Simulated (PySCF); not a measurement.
Exercise with solution: chemical shift, span and skew from a shielding tensor

TiF4, SMILES [F][Ti]([F])([F])[F], multiplicity 1. Atoms are numbered in the order given.

```xyz
5

Ti     0.0000     0.0000     0.0000
F     -1.0015     1.0015    -1.0015
F      1.0015     1.0015     1.0015
F      1.0015    -1.0015    -1.0015
F     -1.0015    -1.0015     1.0015
```
Charge 0, spin multiplicity 1.

Geometry: B3LYP-D3(BJ)/def2-SVP. The spin state was assumed, not searched. The isomer is the one that the SMILES or the coordinates give; other isomers of the formula were not compared.

GIAO shieldings from HF/pcSseg-1 (PySCF), non-relativistic, no solvent. The symmetric part of the tensor of F2 has the principal values -261.3, -261.3, 436.6 ppm. The same nucleus in CFCl3 has σ = 238.5 ppm at this level (PySCF, at its B3LYP-D3(BJ)/def2-TZVP geometry).

**Question.** Work out the isotropic shielding, the ¹⁹F shift against CFCl3, the span and the skew.

**Answer.** 
σ(iso) = (σ11 + σ22 + σ33)/3 = -28.7 ppm. δ = σ(ref) − σ(iso) = 238.5 − (-28.7) = 267.2 ppm.
Span Ω = σ33 − σ11 = 697.9 ppm. Skew κ = 3(σ(iso) − σ22)/Ω = 1.00, an axial tensor. Tumbling in solution averages the tensor to δ; in a static solid the shielding alone would spread this spin-1/2 line over Ω.
